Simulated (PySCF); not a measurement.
# J couplings in CF3CH2CF3

Geometry (Å), atoms numbered from 1 in this order:
```xyz
11

F     2.3059   -0.0499   -0.7414
C     1.1693    0.4769   -0.2663
F     1.4609    1.0242    0.9136
F     0.8264    1.4656   -1.0920
C     0.0992   -0.6063   -0.1659
C    -1.2324   -0.0856    0.3673
F    -1.7649    0.8570   -0.4106
F    -1.1328    0.4193    1.5970
F    -2.1214   -1.0862    0.4293
H     0.4607   -1.3891    0.5059
H    -0.0655   -1.0231   -1.1627
```

Indirect spin–spin couplings were computed at B3LYP/pcJ-1 (spin–dipole term only in couplings to heteroatoms) (PySCF 2.14.0 with density-fitted response routines) on a GFN2-xTB structure, for the isolated molecule, without vibrational or relativistic corrections. Couplings are averaged over pairs made equivalent by symmetry, fast rotation or ring inversion, so a value needn't be that of the named pair in this geometry, while other rotamers aren't included; one pair stands for each set, and the list holds those of at least 1.5 Hz over up to four bonds, among pairs with at least one F or H atom (others weren't computed). One-bond C–F couplings come out tens of Hz too large with common functionals.

Isotopes: $^{19}$F, $^{13}$C, $^{1}$H.

```csv
pair,bonds,J (Hz)
"F1, C2",1,?
"C5, H10",1,143.5
"F1, F3",2,69.2
"F1, C5",2,30.9
"C2, H10",2,-6.5
"H10, H11",2,-15.4
"F1, C6",3,3.4
"F1, H10",3,?
"F1, F7",4,?
```

Estimate the withheld couplings, with signs.

## Answers


- $^{1}J$(F1,C2) = -346.8 Hz (bond length 1.340 Å)
- $^{3}J$(F1,H10) = 7.9 Hz (mean over equivalent pairs that range from 0.6 to 22.4 Hz in this conformer)
- $^{4}J$(F1,F7) = 8.7 Hz (mean over equivalent pairs that range from 2.9 to 22.3 Hz in this conformer)
